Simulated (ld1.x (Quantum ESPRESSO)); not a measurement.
# cerium (Ce) TM: all-electron and pseudo phase curves

ld1.x (Quantum ESPRESSO) 7.5 input, shortened:

```
&input
   title='Ce', zed=58., rel=1, dft='PZ', iswitch=3,
   config='[Xe] 4f1 5d1 6s2 6p0'
 /
 &inputp
   pseudotype=2, tm=.true., lloc=-1, rcloc=3.35,
   nlcc=.true., new_core_ps=.true.
 /
4
6S  1  0   2.00   0.00  3.95  3.95  0.0
5P  2  1   6.00   0.00  1.96  1.96  0.0
5D  3  2   1.00   0.00  2.80  2.80  0.0
4F  4  3   1.00   0.00  1.40  1.40  0.0
 &test
   configts(1)='4f1 5p6 5d1 6s2 6p0'
 /
```

The phase is arctan(r·u′/u) with u = r·R(r), unwrapped; energies in Ry, scanned from -4 to 5 Ry. A pole is an energy at which the radial function vanishes at the test radius. The pseudo phase is shifted by a multiple of π to meet the all-electron one at the reference energy, and phase errors are pseudo minus all-electron; the curves can meet again beyond the range given. Levels narrower than the energy grid can be missing from the lists of poles. Where the grid stepped over a known ghost or core level, its pole and its step of π were put in at the level’s energy. n/a: not evaluated, since a narrow level or a reset projector energy made the automatic matching unsafe.

| channel | radius (bohr) | reference energy (Ry) | poles, all-electron | poles, pseudo | unbroken range about the reference energy with phases within 0.05 rad | phase error 1 Ry above the reference energy (rad) |
| --- | --- | --- | --- | --- | --- | --- |
| s | 4.30 | -0.29 | 0.40, 3.77 | -0.38, 0.43, 3.16 | n/a | n/a |
| p | 4.30 | -1.71 | -1.70, 1.03, 4.59 | -1.70, 1.10, 4.54 | below -0.1 | +0.003 |
| d | 4.30 | -0.23 | -0.06, 2.25 | -0.06, 2.33 | below 0.8 | +0.040 |
| f | 4.30 | -0.41 | 1.50, 4.15 | 1.75 | n/a | n/a |

Note: ghost state, extra bound levels that the all-electron valence spectrum of the same l lacks: s at -5.2 eV. A true bound ghost makes a file unfit for plane-wave use.

Phases in the f channel:

```
E (Ry)  all-electron  pseudo
 -4.00         1.458   1.458
 -3.52         1.451   1.451
 -3.04         1.443   1.443
 -2.56         1.432   1.432
 -2.08         1.419   1.419
 -1.60         1.401   1.401
 -1.12         1.373   1.374
 -0.64         1.324   1.325
 -0.16        -1.879  -1.875
  0.32        -2.166  -2.131
  0.80        -4.042  -3.796
  1.28        -4.629  -4.558
  1.76        -4.788  -4.716
  2.24        -4.987  -4.818
  2.72        -6.719  -4.979
  3.20        -7.663  -6.061
  3.68        -7.792  -7.566
  4.16        -7.855  -7.742
  4.64        -7.908  -7.809
```
